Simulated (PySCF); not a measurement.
Species: C₄H₆F₅P.
Z-matrix (Å and degrees, PBE0-D3(BJ)/def2-SVP geometry), rows numbered from 1:
```
C 
P   1  1.8460
C   2  1.8450  1  100.36
C   2  1.8985  1   94.87  3   -99.63
F   4  1.3512  2  108.15  1   -59.21
F   4  1.3528  2  112.79  1    59.38
C   4  1.5380  2  114.47  1  -178.36
F   7  1.3258  4  110.33  2    57.03
F   7  1.3247  4  110.83  2   177.44
F   7  1.3331  4  110.07  2   -62.63
H   1  1.1001  2  112.43  3    48.01
H   1  1.0999  2  108.32  3   -72.90
H   1  1.0993  2  109.12  3   169.58
H   3  1.0987  2  109.97  1  -174.68
H   3  1.1005  2  107.79  1    67.93
H   3  1.0998  2  112.36  1   -52.52
```

Computed with PySCF at PBE0/pcSseg-1 and B3LYP/def2-SVPD, non-relativistic, on one gas-phase PBE0-D3(BJ)/def2-SVP geometry that isn't relaxed in the solvent. The solvent is an IEF-PCM continuum (cavity from Bondi-type radii × 1.2). The model holds no explicit solvent molecules, cavitation or dispersion.

Gas phase at PBE0/pcSseg-1: HOMO -7.43 eV, LUMO 0.49 eV, dipole 2.57 D.

Problem. What does the continuum do to the energy, the frontier levels and the dipole at PBE0/pcSseg-1 in chloroform?

Solution. 
| solvent | ε | E(solvent) − E(gas) (kJ/mol) | polarisation term (kJ/mol) | distortion of the solute (kJ/mol) | HOMO (eV) | LUMO (eV) | dipole (D) |
| --- | --- | --- | --- | --- | --- | --- | --- |
| chloroform | 4.711 | -9.76 | -10.65 | 0.89 | -7.32 | 0.64 | 3.04 |

The first energy column is the sum of the next two and covers electrostatics alone.

Problem. Which radius a makes the point-dipole formula ΔE = −[(ε − 1)/(2ε + 1)]·μ²/a³ give the value in chloroform, with the gas-phase dipole?

Solution. μ = 1.011 au and |ΔE| = 0.00372 Eh give a = 2.44 Å; the farthest nucleus lies 3.27 Å from the centroid of the nuclei, so such a sphere wouldn't even hold the nuclei. The formula assumes a rigid point dipole at the centre of a sphere.

Problem. Which Mulliken charges (PBE0/pcSseg-1) respond most in chloroform (means over atoms taken as equivalent)?

Solution. 
```json
{"atoms": "P2", "environment": "phosphine phosphorus", "gas (e)": "+0.302", "solvent (e)": "+0.282", "change": "-0.020"}
{"atoms": "H11 (×6)", "environment": "methyl hydrogen", "gas (e)": "+0.159", "solvent (e)": "+0.165", "change": "+0.006"}
{"atoms": "F5/F6", "environment": "fluorine of a CF2 group", "gas (e)": "-0.282", "solvent (e)": "-0.286", "change": "-0.004"}
{"atoms": "F8/F9/F10", "environment": "fluorine of a CF3 group", "gas (e)": "-0.255", "solvent (e)": "-0.257", "change": "-0.002"}
{"atoms": "C1/C3", "environment": "sp3 carbon bound to phosphorus", "gas (e)": "-0.499", "solvent (e)": "-0.501", "change": "-0.002"}
{"atoms": "C7", "environment": "CF3 carbon", "gas (e)": "+0.850", "solvent (e)": "+0.851", "change": "+0.001"}
```

Gas phase at B3LYP/def2-SVPD: HOMO -7.24 eV, LUMO -0.05 eV, dipole 2.77 D.

Problem. What does the continuum do to the energy, the frontier levels and the dipole at B3LYP/def2-SVPD in chloroform?

Solution. 
```tsv
solvent	ε	E(solvent) − E(gas) (kJ/mol)	polarisation term (kJ/mol)	distortion of the solute (kJ/mol)	HOMO (eV)	LUMO (eV)	dipole (D)
chloroform	4.711	-9.68	-10.81	1.13	-7.10	0.15	3.33
```

Problem. How does the static polarisability (B3LYP/def2-SVPD, frozen core, with the continuum's full static response) change?

Solution. 
```json
{"medium": "gas", "isotropic (au)": "79.4", "principal values (au)": "70.5, 81.1, 86.7", "⟨r²⟩ of the electrons (bohr²)": "1512.8"}
{"medium": "chloroform", "isotropic (au)": "97.7", "principal values (au)": "89.1, 100.5, 103.4", "⟨r²⟩ of the electrons (bohr²)": "1512.1"}
```

The isotropic value in chloroform is 1.23 times the gas-phase one; no cavity-field correction is applied. ⟨r²⟩ is taken about the centre of nuclear charge.
